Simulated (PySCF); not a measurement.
# Energy of Ta²⁺ (tantalum, charge +2) between two integer charges

The 5d alpha orbital of [Xe] 4f14 5d3 is emptied in steps (occupation f), with all orbitals relaxed, ending at [Xe] 4f14 5d2. Computed with PySCF 2.14 in def2-SVP with the def2 core potential (60 electrons) (6s3p2d1f, 32 functions), with a scalar-relativistic core potential. The exact energy is a straight line in f; departures are measured from the line between the end points of the same method.

Question: Among BHandHLYP, wB97X, MN15, which shows the largest delocalisation error (convex curve), and which is closest to linear?

Answer: Most convex: MN15 (-0.729 eV at f = 0.4); closest to linear: wB97X (-0.300 eV).

```json
{"f": "1", "BHandHLYP (eV)": "0.000", "wB97X (eV)": "0.000", "MN15 (eV)": "0.000"}
{"f": "0.8", "BHandHLYP (eV)": "-0.395", "wB97X (eV)": "-0.204", "MN15 (eV)": "-0.492"}
{"f": "0.6", "BHandHLYP (eV)": "-0.595", "wB97X (eV)": "-0.304", "MN15 (eV)": "-0.735"}
{"f": "0.4", "BHandHLYP (eV)": "-0.598", "wB97X (eV)": "-0.300", "MN15 (eV)": "-0.729"}
{"f": "0.2", "BHandHLYP (eV)": "-0.401", "wB97X (eV)": "-0.195", "MN15 (eV)": "-0.480"}
{"f": "0", "BHandHLYP (eV)": "0.000", "wB97X (eV)": "0.000", "MN15 (eV)": "0.000"}
```

```csv
method,E(f=0) − E(f=1) (eV),−ε at f=1 (eV),−ε at f=0.4 (eV)
BHandHLYP,24.252,21.795,24.736
wB97X,24.041,22.762,24.319
MN15,24.074,20.993,24.719
```

Reference removal energy between the ground levels: 23.1 ± 1.6 eV (theoretical estimate listed by NIST; NIST Atomic Spectra Database, ionization energies). The calculation has no spin-orbit coupling. The determinant left behind need not be the lowest term of the ion.
